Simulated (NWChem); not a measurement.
Species: TaOCl$_{2}$ cation; SMILES [O]=[Ta+]([Cl])[Cl]

This spin state was assumed; another may lie lower. def2 effective core potentials on Ta; no spin-orbit coupling.

Question: Give the equilibrium geometry at PBE0/def2-SVP with def2 effective core potentials on Ta (NWChem) as a list of bonds and angles, with the point group.

Answer: point group Cs; any orientation.
Bonded distances (Å): Ta1–O2 1.678, Ta1–Cl3 2.228, Ta1–Cl4 2.228. Bond angles (°): O2–Ta1–Cl3 103.8, O2–Ta1–Cl4 103.8, Cl3–Ta1–Cl4 106.3.
